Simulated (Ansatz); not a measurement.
`[K][I]`, relaxed with RKS PBE-D4/def2-SVP in the Gaussian-basis code of Ansatz from a rough embedded geometry. The force threshold is 0.03 eV/Å; the program also tests the step.

The species carries charge 0 and has multiplicity 1. I: def2 effective core potential.

Start:

```xyz
2

K    -1.402    0.005   -0.597
I     1.402   -0.005    0.597
```

Problem. By how much does the energy fall, and how many steps does the optimiser take? (Estimate.)

Solution. Computed: 0.16 kJ/mol, in 2 steps.

Problem. Which bonds change most? (An estimate is asked.)

Solution. Computed: K1–I2 from 3.048 to 3.076 Å.

Problem. Give the relaxed structure. (Estimate.)

Solution. Ansatz gave: 
```xyz
2

K    -1.415    0.005   -0.602
I     1.415   -0.005    0.602
```
